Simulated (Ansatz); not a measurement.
A search over several starts for the lowest SCF solution of Pd2Au4 at the given spin, in a small basis.

```yaml
crystal:
  periodic: [false, false, false]
  atoms:
    - {symbol: Pd, position_ang: [0.104895, -2.257066, 0.462820]}
    - {symbol: Pd, position_ang: [-1.106441, 0.093963, 0.396308]}
    - {symbol: Au, position_ang: [1.537387, 0.005570, -0.379242]}
    - {symbol: Au, position_ang: [-0.248154, 1.582770, -1.716606]}
    - {symbol: Au, position_ang: [-2.625240, 2.118896, -0.459622]}
    - {symbol: Au, position_ang: [2.337563, -1.544144, 1.696332]}
basis:
  gaussian: {orbitals: def2-SVP, initial_orbitals: start.molden}
hamiltonian: {xc: pbe, dispersion: d4}
output: {orbitals: {seedname: orbitals}}
```

The file start.molden holds the orbitals of an earlier run on this structure, at another level or in another basis.

```sh
$ ansatz run in.yaml --threads 4 --pin off --events-out ev --progress --plain --max-ram 4787MiB
```

Shortened log:

```
Functional definition: PBE
1848 factors; their error is unknown
mean field evaluation 1: about -21742.7293 eV, gradient 7.7e0 eV
mean field evaluation 2: about -21742.9341 eV, gradient 3.0e-1 eV
mean field evaluation 4: about -21742.9018 eV, gradient 1.3e-1 eV
mean field evaluation 8: about -21742.9019 eV, gradient 1.5e-5 eV
mean field evaluation 16: about -21737.2326 eV, gradient 3.6e1 eV
mean field evaluation 32: about -21722.8511 eV, gradient 7.1e1 eV
mean field evaluation 64: about -21741.2726 eV, gradient 4.2e0 eV
mean field -21742.90186939 eV, -799.0369058317 hartree, gradient 1.5e-5 eV, S^2 0.000000; 5 other end points of the search recorded, 0 dependent functions left out
reference -21742.90192160 eV, -799.0369077505 hartree; 56, 56 occupied and 134, 134 virtual orbitals, 1848 factors
Total energy: -21743.39963799 eV, -799.0551984903 hartree
```

Hardware: 4 threads of Intel Xeon 6975P-C on a shared host. Wall time 8 s.

In the def2 sets Au, Pd take a core potential; there is no spin–orbit coupling. The restricted singlet is unstable towards broken spin symmetry in Hartree–Fock (as tested in another run); at PBE-D4/def2-SVP this wasn't settled. No other spin state of charge 0 was run. Another isomer (singlet) lies 0.44 eV lower at PBE0-D4/def2-TZVP; other spin states weren't run for this one.
